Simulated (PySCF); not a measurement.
# Worked example: dipole moment from atomic charges

Ga(Cl)2(NH3) (Cl2GaH3N), SMILES [NH3]->[Ga]([Cl])[Cl] (connectivity only; charge and spin as stated), neutral, multiplicity 2. Atoms are numbered in the order given.

```xyz
7

Ga     0.5869    -0.0571     0.0000
Cl    -0.3882     0.6478    -1.8571
Cl    -0.3882     0.6478     1.8571
N     -0.4375    -1.9407     0.0000
H     -1.0330    -1.9411    -0.8308
H     -1.0330    -1.9411     0.8308
H      0.1308    -2.7873     0.0000
```
Charge 0, spin multiplicity 2.

Geometry: PBE0-D3(BJ)/def2-SVP. The multiplicity is an assumed one; no other spin state was optimised. The isomer is the one that the SMILES or the coordinates give; other isomers of the formula were not compared.

Charges (e) from B3LYP/def2-TZVP in PySCF:

```json
[
 {"atom": "Ga1", "ESP fit": "0.223", "Mulliken": "0.405"},
 {"atom": "Cl2", "ESP fit": "-0.267", "Mulliken": "-0.343"},
 {"atom": "Cl3", "ESP fit": "-0.267", "Mulliken": "-0.343"},
 {"atom": "N4", "ESP fit": "-0.669", "Mulliken": "-0.534"},
 {"atom": "H5", "ESP fit": "0.323", "Mulliken": "0.275"},
 {"atom": "H6", "ESP fit": "0.323", "Mulliken": "0.275"},
 {"atom": "H7", "ESP fit": "0.335", "Mulliken": "0.267"}
]
```

The dipole moment of the full density is 5.82 D.

### Question
What dipole moment does each set of point charges give, and which comes closer to that of the density?

### Answer

μ = Σ q r, and 1 e Å = 4.8032 D.
ESP fit: Σ q r = (0.007, -1.248, 0.000) e Å, |μ| = 5.99 D.
Mulliken: Σ q r = (0.204, -1.243, 0.000) e Å, |μ| = 6.05 D.
ESP fit comes closer in size. Point charges leave out the atoms' own dipoles (lone pairs, polarised bonds); fits to the potential absorb them, partitions of the density don't.
